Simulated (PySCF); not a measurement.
H₂BF, singlet, geometry from GFN2-xTB. Base run: B3LYP/6-31G*, polarisability in PySCF.

The PySCF input:
```python
from pyscf import gto, scf, dft
from pyscf.prop import polarizability

mol = gto.M(
    atom='''
B    -0.112233   -0.350873   -0.555825
H    -1.210723   -0.378833   -0.962597
H     0.804931   -0.889787   -1.047054
F     0.107440    0.335887    0.532086
''',
    basis='6-31g*',
    charge=0,
    spin=0,
    verbose=4,
)

mf = dft.RKS(mol)
mf.xc = 'b3lyp'
mf.kernel()
alpha = mf.Polarizability().polarizability()[2, 2]
print('alpha_zz =', alpha)
```

Each row names what was changed in the base input (with any setting that the change needs).

```
change                                         alpha_zz (bohr³)  basis functions  core-seconds (rough)
---------------------------------------------  ----------------  ---------------  --------------------
base                                                      12.23               32                     2
finite field (a.u.) = 0.001; conv_tol = 1e-11             12.23               32                     3
finite field (a.u.) = 2e-4; conv_tol = 1e-11              12.23               32                     3
functional = hf                                           11.04               32                   0.2
basis = aug-cc-pVTZ                                       16.76              138                    20
basis = cc-pVTZ                                           15.03               88                     8
finite field (a.u.) = 2e-4; conv_tol = 1e-6                4.61               32                     1
basis = cc-pVDZ                                           13.03               38                     3
basis = def2-SVPD                                         16.59               59                     4
finite field (a.u.) = 0.05; conv_tol = 1e-11              12.27               32                     4
functional = pbe0                                         12.26               32                     3
functional = lda,vwn                                      12.87               32                     1
```

Finite-field rows take the second difference of the energy in a field along z; a small field with loose convergence shows SCF noise divided by the square of the field, and a large one adds hyperpolarisability.
